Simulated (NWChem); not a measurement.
Molecule: SiP2H6; SMILES P[SiH2]P

```xyz
9

Si     0.0000     0.0000    -0.8195
P     -1.9727     0.0000     0.3323
P      1.9727     0.0000     0.3323
H      0.0000     1.2186    -1.7043
H      0.0000    -1.2186    -1.7043
H     -1.5403    -1.0441     1.2280
H     -1.5403     1.0441     1.2280
H      1.5403     1.0441     1.2280
H      1.5403    -1.0441     1.2280
```
Atoms are numbered in this order, from 1.

Results from NWChem. Pople sets run with spherical d functions. Coordinates come from a PBE-D3(BJ)/def2-SVP optimisation. Vertical excitations in the gas phase; the lowest state need not have the same character in each row.

| level | lowest excitation, singlet (eV) | oscillator strength of that lowest state | lowest state with f > 0.02, singlet (eV) | orbital gap (eV) |
|---|---|---|---|---|
| PBE/6-31+G*, TDA | 5.27 | 0.004 | 5.75 | 4.79 |
| B3LYP/6-31+G*, TDA | 5.60 | 0.006 | 5.99 | 6.17 |
| LDA (Slater exchange, VWN5)/6-31+G*, TDA | [?] | 0.001 | [?] | [?] |
| BHandHLYP/6-31+G*, TDA | 6.08 | 0.020 | 6.08 | 8.25 |

### Question
Complete the blanks.

### Answer

- LDA (Slater exchange, VWN5)/6-31+G*, TDA, lowest excitation, singlet (eV): 5.17
- LDA (Slater exchange, VWN5)/6-31+G*, TDA, lowest state with f > 0.02, singlet (eV): 5.71
- LDA (Slater exchange, VWN5)/6-31+G*, TDA, orbital gap (eV): 4.71
